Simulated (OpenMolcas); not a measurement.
## Pt4+ in a point-charge field

Pt4+ among 6 point charges of -1.2 e arranged as a trigonal antiprism (D3d), 2.17 Å from the ion, with a polar angle of 63.0° against the regular 54.74°.

```json
{
 "Program": "OpenMolcas",
 "Method": "SS-CASPT2, IPEA 0.25 Eh, imaginary shift 0.1 Eh (closed shells correlated: 5s 5p)",
 "Basis": "ANO-RCC-VDZP [7s6p4d2f]",
 "Scalar Hamiltonian": "DKH2, point nucleus",
 "Active space": "6 electrons in 5 orbitals (5d)",
 "State averaging": "2S+1 = 5 even, 5 roots; 2S+1 = 3 even, 45 roots; 2S+1 = 1 even, 50 roots",
 "Spin-orbit coupling": "RASSI with atomic mean-field integrals over the reference wave functions"
}
```

The lowest spin-free states (labels of D3, the rotations of D3d), above the lowest:

```tsv
State	Degeneracy	E (cm-1)	Free-ion L (%)
5A1	1	0	D (100)
5E	2	2310	D (100)
5E	2	7680	D (100)
3A2	1	17630	H (59)
3E	2	18040	H (69)
3E	2	19070	H (76)
3A1	1	20190	H (84)
3E	2	20400	H (59)
3A1	1	21610	G (74)
3E	2	21830	H (61)
3A2	1	22280	H (64)
3E	2	22290	P (45)
3A2	1	23740	H (34)
3E	2	23780	G (64)
3A2	1	24490	P (39)
1A1	1	24580	I (57)
3A1	1	24730	F (63)
3A2	1	25510	F (64)
3E	2	25570	G (41)
3E	2	25640	F (53)
```

The lowest levels with spin-orbit coupling:

```
E (cm-1)  Degeneracy  Label      2S+1                g
       0           1     A1  5 (79 %)                 
     310           2      E  5 (79 %)   0.00 0.00 3.09
    1190           2      E  5 (79 %)   0.00 0.00 6.08
    2600           1     A1  5 (76 %)                 
    2670           1     A2  5 (77 %)                 
    4500           2      E  5 (76 %)  0.00 0.00 10.84
    6890           2      E  5 (64 %)   0.00 0.00 6.08
    8520           1     A1  5 (64 %)                 
    9370           2      E  5 (85 %)   0.00 0.00 1.45
    9490           1     A2         5                 
   10290           2      E  5 (61 %)   0.00 0.00 3.56
   12520           2      E  5 (74 %)   0.00 0.00 2.93
   12700           1     A1  5 (80 %)                 
   13020           1     A2  5 (84 %)                 
   14800           2      E  5 (75 %)   0.00 0.00 1.94
   15590           1     A1  5 (66 %)                 
   17150           1     A2  5 (76 %)                 
   17550           1     A1  3 (56 %)                 
   18460           2      E  3 (62 %)   0.00 0.00 1.67
   18920           2      E  3 (66 %)   0.00 0.00 2.63
```

Powder χT (cm3 K/mol): 0.0445 at 2 K, 0.223 at 10 K, 1.11 at 50 K, 2.17 at 100 K, 3.48 at 200 K, 4.01 at 300 K. The effective moment at 300 K is 2.828 √(χT) = 5.66 μB.

Roots that are degenerate in the reference are averaged as groups; the widest CASPT2 spread within a group is 62 cm-1 (the 2-fold group of multiplicity 1 near 78000 cm-1 above the lowest state of its run). Shifts and gaps below about the spread of the groups concerned are not significant. Spin-orbit coupling mixes the spin-free states strongly: the lowest level takes only 53 % from its leading state, 5A1. Point charges give a weaker field than real ligands, and real ions of this kind are as a rule low spin; the high spin found here belongs to the model. Free-ion shares, where given, are those of the reference states; single-state CASPT2 does not remix them. Point charges carry no covalency, so the field is a model and not that of real ligands. No measured value stands beside these numbers.

With an even number of electrons the g values are those of a degenerate or nearly degenerate non-Kramers pair.
